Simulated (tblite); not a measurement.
C3H9ClOSi.
Atom-mapped SMILES: `[CH3:1][O:2][SiH2:3][C@H:4]([CH3:5])[Cl:6]` (hydrogens: H7, H8, H9 on C1; H10, H11 on Si3; H12 on C4; H13, H14, H15 on C5)

Computed with GFN2-xTB (tblite), gas phase: nudged elastic band of 9 images (0 to 8), spring 0.2 eV/Å², climbing image at the end, force threshold 0.05 eV/Å. No saddle search or frequency run followed, so the top image need not be a first-order saddle, and its height can exceed the method's true barrier by a kcal/mol or more.

The band describes a rotation about Si3–C4 (oxygen-bound silicon, sp3 C–Cl carbon), followed by the dihedral O2–Si3–C4–C5, from the optimised start (-63°) to a second optimised geometry at 49°.

Task: How does the energy change from image to image?

Result: 
```json
{"image": "0", "dihedral (°)": "-63", "E (kcal/mol)": "0.00", "Si3–C4 (Å)": "1.905", "O2···C5 (Å)": "3.28", "largest true force (eV/Å)": "0.01"}
{"image": "1", "dihedral (°)": "-51", "E (kcal/mol)": "0.16", "Si3–C4 (Å)": "1.906", "O2···C5 (Å)": "3.16", "largest true force (eV/Å)": "0.04"}
{"image": "2", "dihedral (°)": "-37", "E (kcal/mol)": "0.68", "Si3–C4 (Å)": "1.909", "O2···C5 (Å)": "3.05", "largest true force (eV/Å)": "0.05"}
{"image": "3", "dihedral (°)": "-22", "E (kcal/mol)": "1.35", "Si3–C4 (Å)": "1.912", "O2···C5 (Å)": "2.97", "largest true force (eV/Å)": "0.05"}
{"image": "4", "dihedral (°)": "-8", "E (kcal/mol)": "1.85", "Si3–C4 (Å)": "1.914", "O2···C5 (Å)": "2.93", "largest true force (eV/Å)": "0.05"}
{"image": "5", "dihedral (°)": "7", "E (kcal/mol)": "1.96", "Si3–C4 (Å)": "1.914", "O2···C5 (Å)": "2.92", "largest true force (eV/Å)": "0.05"}
{"image": "6", "dihedral (°)": "21", "E (kcal/mol)": "1.72", "Si3–C4 (Å)": "1.911", "O2···C5 (Å)": "2.96", "largest true force (eV/Å)": "0.05"}
{"image": "7", "dihedral (°)": "35", "E (kcal/mol)": "1.35", "Si3–C4 (Å)": "1.907", "O2···C5 (Å)": "3.04", "largest true force (eV/Å)": "0.05"}
{"image": "8", "dihedral (°)": "49", "E (kcal/mol)": "1.13", "Si3–C4 (Å)": "1.906", "O2···C5 (Å)": "3.15", "largest true force (eV/Å)": "0.01"}
```

Barriers of this band. The top is image 5 at 7°: 1.96 kcal/mol forward and 0.83 kcal/mol back; the end lies 1.13 kcal/mol above the start. The central bond is 0.009 Å longer at the top than at the start.

Task: What rate follows at 350 K for crossing this barrier forward?

Result: Taking the electronic barrier for the free energy of activation (no zero-point or entropy terms, transmission 1), rate = (kT/h)·exp(−ΔE/kT) ≈ 4 × 10^11 s⁻¹, whose inverse is 2 × 10^-12 s. An error of 1 kcal/mol in the barrier changes this by a factor of 4, and the method and the loose band can each miss by that much or more. The barrier is only 2.8 kT, where transition-state theory is rough.

Task: How would the two end points share their population at 350 K, from these energies alone?

Result: exp(−ΔE/kT) with ΔE = 0.049 eV gives 0.2 for the higher one (end) against 1 for the lower, without vibrational, rotational or degeneracy terms. GFN2-xTB can put conformers this close in the wrong order.

The cost below is that of the whole band run. The run took 2.7 s wall on one thread of an Arm Neoverse V1, on a shared host.
